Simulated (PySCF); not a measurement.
F4OW, triplet, geometry from GFN2-xTB (such geometries of metal compounds can be far from the true shape) (the multiplicity is a formal guess) (core potentials on W); PySCF with DF-PBE/def2-SV(P).

Here is a job for PySCF.
```python
from pyscf import gto, scf, dft

mol = gto.M(
    atom='''
W     0.00598230   -0.11943623    0.00686820
O     0.77186584   -0.29401191    1.58536866
F    -1.38401109    0.59329445   -0.98806262
F     0.84075976    1.65576388    0.57782267
F     1.08375515    0.38021473   -1.46950309
F    -1.27579459   -1.38589798    0.41405455
''',
    basis='def2-sv(p)',
    ecp={'W': 'def2-sv(p)'},
    spin=2,
    verbose=4,
)

mf = dft.UKS(mol)
mf.xc = 'pbe'
mf = mf.density_fit(auxbasis='def2-universal-jkfit')
mf.kernel()
mf.analyze()
```

Write the output that PySCF gives for this input, abridged.


```
PySCF version 2.14.0

[INPUT] verbose = 4
[INPUT] num. atoms = 6
[INPUT] num. electrons = 58
[INPUT] charge = 0
[INPUT] spin (= nelec alpha-beta = 2S) = 2
[INPUT] symmetry False subgroup None
[INPUT] Mole.unit = angstrom
[INPUT] Symbol           X                Y                Z      unit          X                Y                Z       unit  Magmom
[...]
nuclear repulsion = 319.438764915667
number of shells = 41
number of NR pGTOs = 170
number of NR cGTOs = 95
basis = def2-sv(p)
ecp = {'W': 'def2-sv(p)'}

******** <class 'pyscf.df.df_jk.DFUKS'> ********
method = DFUKS
initial guess = minao
damping factor = 0
level_shift factor = 0
DIIS = <class 'pyscf.scf.diis.CDIIS'>
diis_start_cycle = 1
diis_space = 8
diis_damp = 0
SCF conv_tol = 1e-09
SCF conv_tol_grad = None
SCF max_cycles = 50
direct_scf = False
number electrons alpha = 30  beta = 28
XC library pyscf.dft.libxc version 7.1.2
    S. Lehtola, C. Steigemann, M. J. T. Oliveira, and M. A. L. Marques,  SoftwareX 7, 1–5 (2018)
XC functionals = pbe
    J. P. Perdew, K. Burke, and M. Ernzerhof,  Phys. Rev. Lett. 77, 3865 (1996)
    J. P. Perdew, K. Burke, and M. Ernzerhof,  Phys. Rev. Lett. 78, 1396 (1997)
    J. P. Perdew, K. Burke, and M. Ernzerhof,  Phys. Rev. Lett. 77, 3865 (1996)
    J. P. Perdew, K. Burke, and M. Ernzerhof,  Phys. Rev. Lett. 78, 1396 (1997)
radial grids:
    Treutler-Ahlrichs [JCP 102, 346 (1995); DOI:10.1063/1.469408] (M4) radial grids

becke partition: Becke, JCP 88, 2547 (1988); DOI:10.1063/1.454033
pruning grids: <function nwchem_prune>
grids dens level: 3
symmetrized grids: False
atomic radii adjust function: <function treutler_atomic_radii_adjust>
small_rho_cutoff = 0
Set gradient conv threshold to 3.16228e-05
tot grids = 95440
init E= -528.813458892846

cycle= 1 E= -540.535539299751  delta_E= -11.7  |g|= 1.04  |ddm|= 5.13

cycle= 2 E= -533.523350977827  delta_E= 7.01  |g|= 3.94  |ddm|= 3.75

cycle= 3 E= -540.723772524923  delta_E= -7.2  |g|= 0.809  |ddm|= 3.34

cycle= 4 E= -540.888821976783  delta_E= -0.165  |g|= 0.463  |ddm|= 0.905

cycle= 5 E= -540.830243641045  delta_E= 0.0586  |g|= 0.572  |ddm|=  0.7

cycle= 6 E= -540.971160471519  delta_E= -0.141  |g|= 0.111  |ddm|= 0.475

cycle= 7 E= -540.974677531902  delta_E= -0.00352  |g|= 0.0651  |ddm|= 0.124

cycle= 8 E= -540.976038204965  delta_E= -0.00136  |g|= 0.033  |ddm|= 0.0734

cycle= 9 E= -540.976466317729  delta_E= -0.000428  |g|= 0.00704  |ddm|= 0.0294

cycle= 10 E= -540.976468951901  delta_E= -2.63e-06  |g|= 0.00683  |ddm|= 0.0104

cycle= 11 E= -540.976486803994  delta_E= -1.79e-05  |g|= 0.000506  |ddm|= 0.00504

cycle= 12 E= -540.976486908769  delta_E= -1.05e-07  |g|= 0.000165  |ddm|= 0.00042

cycle= 13 E= -540.976486921077  delta_E= -1.23e-08  |g|= 5.53e-05  |ddm|= 0.00017

cycle= 14 E= -540.97648692113  delta_E= -5.32e-11  |g|= 5.59e-05  |ddm|= 9.32e-05

cycle= 15 E= -540.976486922437  delta_E= -1.31e-09  |g|= 1.52e-05  |ddm|= 5.29e-05

cycle= 16 E= -540.976486922426  delta_E= 1.09e-11  |g|= 1.65e-05  |ddm|= 2.09e-05

Extra cycle  E= -540.976486920798  delta_E= 1.63e-09  |g|= 6.41e-05  |ddm|= 6.13e-05
converged SCF energy = -540.976486920798  <S^2> = 2.0065383  2S+1 = 3.0043557
**** SCF Summaries ****
Total Energy =                        -540.976486920798152
Nuclear Repulsion Energy =             319.438764915666809
One-electron Energy =                -1408.745884279066331
Two-electron Energy =                  548.330632442601427
Two-electron Coulomb Energy =          605.807855892037423
DFT Exchange-Correlation Energy =      -57.477223449435996
**** MO energy ****
                             alpha | beta                alpha | beta
[...]
spin_pop of  0 W 5s        0.00034
spin_pop of  0 W 6s        0.19320
spin_pop of  0 W 7s        0.00548
spin_pop of  0 W 8s       -0.00048
spin_pop of  0 W 9s        0.00258
spin_pop of  0 W 10s        0.00352
spin_pop of  0 W 5px       0.00046
spin_pop of  0 W 5py       0.01093
spin_pop of  0 W 5pz       0.00248
spin_pop of  0 W 6px      -0.00159
spin_pop of  0 W 6py       0.00485
spin_pop of  0 W 6pz      -0.00065
spin_pop of  0 W 7px       0.00001
spin_pop of  0 W 7py      -0.00008
spin_pop of  0 W 7pz      -0.00010
spin_pop of  0 W 5dxy      0.00946
spin_pop of  0 W 5dyz      0.05821
spin_pop of  0 W 5dz^2     0.05604
spin_pop of  0 W 5dxz      0.23969
spin_pop of  0 W 5dx2-y2    0.18030
spin_pop of  0 W 6dxy      0.00086
spin_pop of  0 W 6dyz      0.00243
spin_pop of  0 W 6dz^2     0.00534
spin_pop of  0 W 6dxz      0.05106
spin_pop of  0 W 6dx2-y2    0.03238
spin_pop of  1 O 1s       -0.00000
spin_pop of  1 O 2s        0.00828
spin_pop of  1 O 3s        0.00676
spin_pop of  1 O 2px       0.08680
spin_pop of  1 O 2py       0.49981
spin_pop of  1 O 2pz       0.03395
spin_pop of  1 O 3px      -0.00062
spin_pop of  1 O 3py      -0.00112
spin_pop of  1 O 3pz      -0.00002
spin_pop of  1 O 3dxy      0.00024
spin_pop of  1 O 3dyz      0.00031
spin_pop of  1 O 3dz^2     0.00001
spin_pop of  1 O 3dxz      0.00002
spin_pop of  1 O 3dx2-y2    0.00002
spin_pop of  2 F 1s        0.00000
spin_pop of  2 F 2s        0.00296
spin_pop of  2 F 3s        0.00682
spin_pop of  2 F 2px      -0.00568
spin_pop of  2 F 2py       0.00255
spin_pop of  2 F 2pz       0.00932
spin_pop of  2 F 3px       0.00019
spin_pop of  2 F 3py       0.00132
spin_pop of  2 F 3pz       0.00099
spin_pop of  2 F 3dxy     -0.00000
spin_pop of  2 F 3dyz      0.00004
spin_pop of  2 F 3dz^2     0.00006
spin_pop of  2 F 3dxz      0.00002
spin_pop of  2 F 3dx2-y2   -0.00000
spin_pop of  3 F 1s       -0.00000
spin_pop of  3 F 2s        0.00433
spin_pop of  3 F 3s        0.00169
spin_pop of  3 F 2px       0.03655
spin_pop of  3 F 2py       0.19929
spin_pop of  3 F 2pz       0.15686
spin_pop of  3 F 3px       0.00252
spin_pop of  3 F 3py       0.00054
spin_pop of  3 F 3pz       0.00034
spin_pop of  3 F 3dxy      0.00005
spin_pop of  3 F 3dyz      0.00001
spin_pop of  3 F 3dz^2     0.00001
spin_pop of  3 F 3dxz      0.00000
spin_pop of  3 F 3dx2-y2    0.00010
spin_pop of  4 F 1s        0.00000
spin_pop of  4 F 2s        0.00276
spin_pop of  4 F 3s        0.00307
spin_pop of  4 F 2px      -0.00106
spin_pop of  4 F 2py       0.03208
spin_pop of  4 F 2pz      -0.00487
spin_pop of  4 F 3px       0.00020
spin_pop of  4 F 3py       0.00292
spin_pop of  4 F 3pz       0.00013
spin_pop of  4 F 3dxy      0.00001
spin_pop of  4 F 3dyz      0.00003
spin_pop of  4 F 3dz^2     0.00001
spin_pop of  4 F 3dxz     -0.00000
spin_pop of  4 F 3dx2-y2    0.00007
spin_pop of  5 F 1s        0.00000
spin_pop of  5 F 2s        0.00347
spin_pop of  5 F 3s        0.00475
spin_pop of  5 F 2px       0.01717
spin_pop of  5 F 2py       0.01072
spin_pop of  5 F 2pz       0.01535
spin_pop of  5 F 3px       0.00050
spin_pop of  5 F 3py       0.00057
spin_pop of  5 F 3pz      -0.00001
spin_pop of  5 F 3dxy      0.00001
spin_pop of  5 F 3dyz      0.00002
spin_pop of  5 F 3dz^2     0.00001
spin_pop of  5 F 3dxz      0.00005
spin_pop of  5 F 3dx2-y2    0.00001
In total            30.00000 | 28.00000
Dipole moment(X, Y, Z, Debye): -0.00463, -1.46810,  0.23857
```
